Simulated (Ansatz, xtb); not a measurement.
Pulling on the Mg1–H2 bond in FHMg (SMILES [F][MgH]) (multiplicity 1 held, fragments rigid). Energies count from the point at 1.682 Å.
Geometry at that point (charge 0, multiplicity 1):
```xyz
3

Mg     0.00000     0.00000    -0.64398
H      0.00000     0.00000    -2.32552
F      0.00000     0.00000     1.11704
```

Restricted levels (R-, RO-) in cc, def2 and unpolarised 6-31G sets keep to the state of the molecule at rest. Unrestricted levels (U-) break spin symmetry where that is lower. Active spaces are followed from a long bond inwards. Left out are points that failed, MP2 points in a non-variational dive below the minimum, coupled-cluster points behind a sign of a changed root (a jump of the amplitudes, or a one-step jump against full CI or MRCI), small-basis points behind a change of solution, and semi-empirical points at long bonds. Levels need not reach the same state.

Cores are frozen in the correlated methods.

Run with Ansatz (Gaussian basis) for Hartree–Fock, density functionals and correlated methods; xtb for the GFN methods. Values without a source in brackets are computed. The GFN methods have no spin term and hold the electronic entropy of 300 K.

Energies in kJ/mol.

| R (Å) | GFN2-xTB | U-MP2/def2-SVPD | U-CCSD/def2-SVPD | U-CCSD(T)/def2-SVPD | R-CCSDT(Q)/def2-SVPD | FIC-MRCISD+Q on CASSCF(2,2)/def2-SVPD |
|---|---|---|---|---|---|---|
| 1.345 | 18 | 90 | 91 | 91 | 91 | 90 |
| 1.513 | -8 | 19 | 19 | 19 | 19 | 19 |
| 1.682 | 0 | 0 | 0 | 0 | 0 | 0 |
| 1.850 | 20 | 10 | 9 | 9 | 9 | 9 |
| 2.018 | 43 | 36 | 33 | 32 | 32 | 33 |
| 2.270 | 80 | 87 | 79 | 79 | 79 | 79 |
| 2.522 | 117 | 163 | 129 | 128 | 128 | 128 |
| 2.943 | 174 | 229 | 200 | 198 | 197 | 198 |
| 3.363 | 225 | 253 | 248 | 245 | 244 | 244 |
| 3.868 | 273 | 263 | 277 | 275 | 272 | 272 |
| 4.540 | 316 | 267 | 287 | 286 | 284 | 284 |
| 5.381 | left out | 268 | 288 | 288 | 286 | 287 |

Doubts at one or more of the structures used: a spin-contaminated determinant (U-MP2/def2-SVPD, U-CCSD/def2-SVPD, U-CCSD(T)/def2-SVPD); T1 above 0.05 (U-CCSD/def2-SVPD, U-CCSD(T)/def2-SVPD, R-CCSDT(Q)/def2-SVPD); a restricted determinant that unrestricted orbitals would lower (R-CCSDT(Q)/def2-SVPD); other coupled-cluster roots lie near (R-CCSDT(Q)/def2-SVPD).

Ansatz is an electronic-structure program.
